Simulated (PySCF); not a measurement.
B(Me)2(SeH), C₂H₇BSe, SMILES CB([SeH])C (B3LYP/def2-SVP optimised geometry):

```
11

B      0.034     0.037     0.000
C     -1.463     0.533     0.030
H     -1.638     1.274    -0.770
H     -1.641     1.073     0.979
H     -2.229    -0.253    -0.055
C      1.233     1.058    -0.047
H      1.253     1.519    -1.054
H      2.229     0.631     0.140
H      1.069     1.893     0.657
Se     0.304    -1.893     0.000
H      1.782    -1.893     0.000
```

Calculation: B3LYP/def2-TZVP run with PySCF 2.14.0.

Question: What are the frontier orbital energies and the dipole moment?

Answer: HOMO-2 -8.97 eV, HOMO-1 -8.10 eV, HOMO -7.08 eV, LUMO -0.76 eV, LUMO+1 -0.01 eV; dipole moment 1.11 D.

On the same geometry PBE/def2-TZVP run with PySCF 2.14.0 gives HOMO-2 -7.77 eV, HOMO-1 -7.10 eV, HOMO -6.22 eV, LUMO -1.51 eV, LUMO+1 -0.59 eV; dipole moment 1.06 D.

Meta-Löwdin charges at B3LYP/def2-TZVP: B1 0.10, C2 -0.44, H3 0.13, H4 0.13, H5 0.11, C6 -0.44, H7 0.13, H8 0.11, H9 0.12, Se10 -0.01, H11 0.05.
